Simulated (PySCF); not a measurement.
C₄H₇, charge -1, singlet, at a GFN2-xTB geometry (in this run its highest filled SCF level lies above zero, so its values depend strongly on the basis, on diffuse functions most of all). Base run: PySCF with BLYP/6-31G, TDA.

Input for PySCF:
```python
from pyscf import gto, scf, dft, tdscf

mol = gto.Mole()
mol.atom = '''
    C    -0.01707892    0.13768366    1.56711869
    C    -0.00258751    0.01589936    0.23872691
    H    -0.01937530   -0.90033578    2.05551585
    C     0.00330867    1.25366579   -0.64010594
    H    -0.00577892    2.15256181   -0.02325221
    H     0.89326881    1.29293502   -1.28777368
    H    -0.87285877    1.28799033   -1.30658702
    C     0.01031081   -1.25397826   -0.63835837
    H     0.00619538   -2.15281432   -0.01577716
    H    -0.86732463   -1.30245721   -1.30263128
    H     0.90215513   -1.29750313   -1.28378223
'''
mol.basis = '6-31g'
mol.charge = -1
mol.verbose = 4
mol.build()

mf = dft.RKS(mol)
mf.xc = 'blyp'
mf.kernel()
td = mf.TDA()
td.nstates = 5
td.kernel()
td.analyze()
```

The base run was repeated with changes; each row names its change, and settings that it needs were set with it.

```tsv
change	first excitation (eV)	oscillator strength of the first	second (eV)	core-seconds (rough)
base	3.16	0.026	4.00	20
guess vectors = 13 for 5 states	3.16	0.026	4.00	20
functional = hf	4.82	0.022	7.31	2
functional = m062x	4.20	0.017	5.14	50
conv_tol = 1e-3	3.16	0.026	4.00	20
functional = bhandhlyp	4.54	0.018	5.44	30
nstates = 10	3.16	0.026	4.00	30
states = triplets	2.94	-	3.05	10
functional = pbe0	4.35	0.015	4.45	40
functional = b3lyp	4.09	0.030	4.29	20
functional = wb97x	4.51	0.019	5.71	50
```

An iterative solver can miss low states, so a row lists the states that it found.
